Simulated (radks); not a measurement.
Task: These are the eigenvalues of the occupied orbitals of an atom or ion with whole-number occupations (eV). Method: scalar-relativistic Kohn-Sham, r2SCAN, spin-polarised, spherical densities, finite nucleus; meta-GGA in the generalised Kohn-Sham scheme; Fermi nuclear charge, rms radius of each element as measured or else 0.836 A^(1/3) + 0.57 fm; computed with a radial shooting solver on a logarithmic mesh with Libxc functionals.

orbital  eigenvalue
1s up     -24515.81
1s down   -24514.38
2s up     -3847.729
2s down   -3847.406
2p up     -3478.757
2p down   -3477.713
3s up     -934.1443
3s down   -933.1675
3p up     -811.6054
3p down   -810.3128
3d up     -618.2748
3d down   -616.8206
4s up     -346.2728
4s down   -336.7892
4p up     -305.6990

Which element is it, and in what charge state? The configuration may be excited. Open shells, if any, are filled with parallel spins first.

Result: Z = 46, palladium, charge +13: Pd13+ in [Ar] 3d10 4s2 4p3. The list shows which subshells hold electrons but not how many an open one holds; the 1s level, -900.94 hartree, gives Z - s = 42.4 by -(Z - s)^2/2, which with screening and relativity narrows Z to a few neighbours, and the depths of the outer levels then fix element, charge and occupations together.
